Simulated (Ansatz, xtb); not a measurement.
C3H8Se: 3 structures ranked

3 gas-phase structures of C3H8Se, found in a search over its isomers (lower ones may exist). Each was relaxed with GFN2-xTB; where two conformers were screened, the lower at r2SCAN-D4/def2-SVP//GFN2-xTB is listed:

A. `CC(C)[SeH]`, a singlet
B. `CCC[SeH]`, a singlet
C. `CC[Se]C`, a singlet

Q: Estimate their order in r2SCAN-D4/def2-SVP//GFN2-xTB energy at these geometries, lowest first.

A: Calculated order at r2SCAN-D4/def2-SVP//GFN2-xTB: A (0.0), B (1.2), C (3.1) kcal/mol.

Energies above the lowest of each column, in kcal/mol; the last columns are at r2SCAN-D4/def2-SVP geometries:

| structure | GFN2-xTB | HF/STO-3G | r2SCAN-D4/def2-SVP//GFN2-xTB | r2SCAN-D4/def2-SVP | CCSD(T)/def2-SVP + ΔMP2/def2-TZVPP |
| --- | --- | --- | --- | --- | --- |
| A | 0.0 | 4.5 | 0.0 | 0.0 | 0.0 |
| B | 0.2 | 3.4 | 1.2 | 1.1 | 1.6 |
| C | 3.2 | 0.0 | 3.1 | 3.1 | 1.8 |

CCSD(T)/def2-SVP + ΔMP2/def2-TZVPP puts A lowest; HF/STO-3G picks C. Flexible structures stand in one conformer each, not always the lowest. The ΔMP2 step shifts differences by up to 3.7 kcal/mol, which makes them less sure. ΔMP2 is the change of the MP2 energy from the smaller to the larger basis.

Programs: Ansatz 0.2.0, xtb 6.7.1.
